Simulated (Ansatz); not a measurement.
Species: C4H3O2 (charge 0, doublet). It need not be the lowest isomer of its formula. 
Geometry from a B3LYP-D3(BJ)/def2-TZVP (Ansatz, a quantum-chemistry and plane-wave program) optimisation:
```xyz
9

O      1.9485     0.0255     0.0743
C      0.6146     0.1319     0.0237
C     -0.1879     1.2301    -0.0048
C     -1.4932     0.6646    -0.0556
C     -1.4430    -0.6738    -0.0563
O     -0.0870    -1.0232    -0.0053
H      2.1906    -0.9097     0.0818
H      0.1170     2.2600     0.0088
H     -2.1422    -1.4860    -0.0845
```
Charge 0, spin multiplicity 2.

Wanted: atomisation energy (electronic, to ground-state atoms), in kcal/mol. Valence correlation only, unless marked. Open shells are spin-unrestricted. Spin-orbit coupling is left out. Non-relativistic. The coupled-cluster limit lacks core correlation, which all-electron functionals hold. CBS marks a two-point X^-3 extrapolation of the correlation energy; Hartree-Fock from the larger set.

The UHF reference is spin-contaminated (<S^2> 0.26 over the pure value in the largest basis). 

```csv
level,program,atomisation energy (kcal/mol)
SVWN5/def2-TZVPD,Ansatz,___
BLYP-D3(BJ)/def2-TZVPD,Ansatz + dftd3,978.3
BLYP/def2-TZVPD,Ansatz,969.3
revPBE/def2-TZVPD,Ansatz,972.7
r2SCAN-D4/def2-TZVPD,Ansatz + dftd4,984.2
r2SCANh/def2-TZVPD,Ansatz,971.8
HSE06-D4/def2-TZVPD,Ansatz + dftd4,989.8
HSE06/def2-TZVPD,Ansatz,986.4
wB97M-V/def2-TZVPD,Ansatz,973.0
B2PLYP-D4/def2-TZVPD,Ansatz + dftd4,963.2
SCS-MP2/cc-pVTZ,Ansatz,945.0
SCS-MP2/cc-pVQZ,Ansatz,964.2
CCSD/cc-pVDZ,Ansatz,865.1
CCSD/cc-pVQZ,Ansatz,___
"CCSD(T)/CBS(cc-pVTZ,cc-pVQZ)",Ansatz,966.6
```

**Question.** What belongs in the gaps?

**Answer.** 
- SVWN5/def2-TZVPD, atomisation energy (kcal/mol): 1166.8
- CCSD/cc-pVQZ, atomisation energy (kcal/mol): 929.7
